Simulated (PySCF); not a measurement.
C₃H₉Al, charge +1, multiplicity 2. Atoms are numbered in the order given.

```xyz
13

Al    -0.2180     0.0238    -0.1504
C     -1.2797    -1.5835    -0.0881
H     -0.7630    -2.4205    -0.5877
H     -2.2343    -1.4019    -0.6127
H     -1.5019    -1.8900     0.9473
C      0.0160     1.8290    -0.8226
H      0.9152     1.9091    -1.4547
H      0.0918     2.5623    -0.0039
H     -0.8773     2.0566    -1.4328
C      1.5992    -0.2749     1.1366
H      2.2428     0.5885     0.9397
H      1.8954    -1.2450     0.7149
H      1.0525    -0.2923     2.0902
```
Charge +1, spin multiplicity 2.

Geometry: B3LYP-D3(BJ)/def2-SVP. The spin state was assumed, not searched. The isomer is the one that the SMILES or the coordinates give; other isomers of the formula were not compared.

Method: PySCF with ωB97X/def2-TZVP.

Atomic charges (e):

| atom | Löwdin | Mulliken | Mulliken spin |
|---|---|---|---|
| Al1 | 0.48 | 0.63 | 0.13 |
| C2 | -0.43 | -0.51 | 0.04 |
| H3 | 0.16 | 0.18 | 0.00 |
| H4 | 0.17 | 0.18 | 0.01 |
| H5 | 0.16 | 0.18 | 0.00 |
| C6 | -0.42 | -0.51 | 0.08 |
| H7 | 0.16 | 0.18 | 0.00 |
| H8 | 0.16 | 0.18 | 0.00 |
| H9 | 0.17 | 0.18 | 0.01 |
| C10 | -0.09 | -0.34 | 0.75 |
| H11 | 0.15 | 0.21 | -0.01 |
| H12 | 0.16 | 0.21 | 0.00 |
| H13 | 0.16 | 0.21 | 0.00 |
